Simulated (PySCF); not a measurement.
## O²⁺: excitation energy

O²⁺ [He] 2s2 2p2 (3P) → O²⁺ [He] 2s1 2p2 3s1 (5P), as a difference of total energies. Computed with PySCF 2.14 in aug-cc-pVDZ (4s3p2d, 23 functions), with no relativity, point nucleus. Correlated levels: valence: 1s2 frozen. The calculations carry no spin-orbit coupling.

```tsv
method	excitation energy (eV)
UHF	40.169
LDA	41.961
PBE	41.933
PBE0	41.902
r2SCAN	41.620
wB97M-V	42.227
BP86	42.198
PW91	42.036
M06-2X	43.026
MP2 (valence)	41.404
SCS-MP2 (valence)	41.722
```

Task: How much does correlation contribute at MP2 (valence)?

Result: 41.404 − (40.169) = 1.235 eV, measured against UHF.

The promoted electron is Rydberg-like, and one or two diffuse shells describe it only roughly, which tends to raise the upper state.
